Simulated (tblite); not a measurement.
Run record: tight-binding relaxation, `CSB[C@H]1CCC12C=C2`.

Computed with GFN2-xTB geometry optimisation, gas phase (tblite 0.8.0). Start geometry: from a force field or distance geometry. The input is one job of a driver script: a line of settings, then coordinates in Å.

Command:
```bash
OMP_NUM_THREADS=1 python probes_run.py task.json out
```

Input:
```
{"job": {"kind": "relax", "xc": "GFN2-xTB", "basis": "xTB"}, "charge": 0, "multiplicity": 1}
C      3.891100     0.393400    -0.183900
S      2.316700    -0.077500     0.566700
B      0.873800     0.427200    -0.512100
C     -0.383100    -0.511200    -0.623200
C     -0.805700    -1.201200     0.703800
C     -2.248500    -1.013300     0.182800
C     -1.695300     0.113000    -0.552500
C     -1.949000     1.542000    -0.295100
C     -2.327500     1.010900    -1.486200
H      4.688400     0.455200     0.577900
H      3.815500     1.420400    -0.618800
H      4.202300    -0.264400    -0.990500
H      1.139900     1.026600    -1.510800
H     -0.239400    -1.329200    -1.373200
H     -0.481300    -2.217600     0.833800
H     -0.703100    -0.500100     1.571700
H     -2.972800    -0.903800     0.989600
H     -2.458900    -1.926100    -0.446200
H     -1.876200     2.380500     0.392400
H     -2.791900     1.185900    -2.458400
```

Question: Estimate the output.

Answer: 
```
step      E/eV     max force
  0    -678.29627    3.444
  1    -678.86156    2.170
  2    -679.06602    2.667
  3    -679.19555    1.253
  4    -679.28136    0.973
  5    -679.35968    0.470
  6    -679.37779    0.313
  7    -679.39176    0.269
  8    -679.40179    0.279
  9    -679.41155    0.238
... (112 lines left out)
122    -679.66466    0.029
123    -679.66482    0.026
124    -679.66490    0.033
125    -679.66501    0.023
126    -679.66507    0.021
127    -679.66514    0.016
128    -679.66519    0.014
129    -679.66525    0.012
130    -679.66528    0.012
131    -679.66530    0.009
```

«max force» is the largest atomic force in eV/Å.

Question: From which step on does the largest force stay under 0.1 eV/Å, and how much energy is left to gain from there?

Answer: From step 80 (0.055 eV/Å), 13.1 meV above the end.

Summary of the converged run: energy lowered by 31.6 kcal/mol over 131 steps; largest atomic force 0.009 eV/Å at the end.

Question: Give the final coordinates.

Answer: 0.798 Å rms from the input after alignment:
```
atom  x, y, z in Å
C1     3.6000    0.7453    0.1467
S2     2.1798   -0.3303    0.5601
B3     1.0587   -0.0348   -0.7689
C4    -0.3401   -0.7533   -0.8245
C5    -0.8003   -1.6308    0.3651
C6    -1.9671   -0.6726    0.6589
C7    -1.5578    0.1577   -0.5487
C8    -1.7078    1.6240   -0.7705
C9    -2.4296    0.8525   -1.5376
H10    4.3535    0.5864    0.9109
H11    3.2801    1.7821    0.1471
H12    3.9913    0.4697   -0.8268
H13    1.3687    0.7327   -1.5994
H14   -0.4607   -1.2632   -1.7867
H15   -1.1144   -2.6317    0.0778
H16   -0.0688   -1.7064    1.1671
H17   -1.8865   -0.1457    1.6094
H18   -2.9600   -1.1169    0.5900
H19   -1.4079    2.6005   -0.4776
H20   -3.1361    0.7453   -2.3245
```

Time: 1.8 s. Hardware: an Arm Neoverse N1 with one thread, shared host.
Labels such as C1 count atoms from 1, the log's own numbers from 0.
